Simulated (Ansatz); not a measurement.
Ligand exchange: CH4S + InH2(SH) → H2S2 + InH2(CH3)

Species: CH4S (methanethiol) `CS`, singlet; InH2(SH), singlet; H2S2 `SS`, singlet; InH2(CH3), singlet. The partners trade CH3 for SH: S–CH3 and In–SH bonds give way to S–SH and In–CH3.

Shapes, held fixed at every level: PBE0-D4/def2-TZVP. Flexible molecules stand in one conformer, not always the lowest. Programs: Ansatz 0.2.0. Electronic energies: no zero-point or thermal term.

(1) Estimate ΔE of this reaction.

Results:

(1) The highest level, CCSD(T)/def2-TZVPP, gives ΔE = +113.4 kJ/mol; the levels span +109.5 to +132.4. The column of differences is taken from that level and isn't an error. No measured value is set beside it here. For atoms past krypton def2 sets carry core potentials with scalar relativity. Correlated rows may include outer-core shells of In, which these sets cover unevenly.

```json
{"level": "r2SCAN-D4/def2-TZVPP", "kind": "meta-GGA", "ΔE (kJ/mol)": "+113.4", "less CCSD(T)/def2-TZVPP": "0.0"}
{"level": "B3LYP-D4/def2-TZVPP", "kind": "global hybrid", "ΔE (kJ/mol)": "+109.5", "less CCSD(T)/def2-TZVPP": "-3.9"}
{"level": "r2SCAN0-D4/def2-TZVPP", "kind": "global hybrid", "ΔE (kJ/mol)": "+115.5", "less CCSD(T)/def2-TZVPP": "+2.1"}
{"level": "wB97X-V/def2-TZVPP", "kind": "range-separated hybrid", "ΔE (kJ/mol)": "+111.9", "less CCSD(T)/def2-TZVPP": "-1.5"}
{"level": "B2PLYP/def2-TZVPP", "kind": "double hybrid", "ΔE (kJ/mol)": "+112.8", "less CCSD(T)/def2-TZVPP": "-0.6"}
{"level": "MP2/def2-TZVPP", "kind": "perturbation theory", "ΔE (kJ/mol)": "+114.7", "less CCSD(T)/def2-TZVPP": "+1.3"}
{"level": "CCSD/def2-SVP", "kind": "coupled cluster or CI", "ΔE (kJ/mol)": "+132.4", "less CCSD(T)/def2-TZVPP": "+19.0"}
{"level": "CCSD(T)/def2-TZVPP", "kind": "coupled cluster or CI", "ΔE (kJ/mol)": "+113.4", "less CCSD(T)/def2-TZVPP": "0.0"}
```
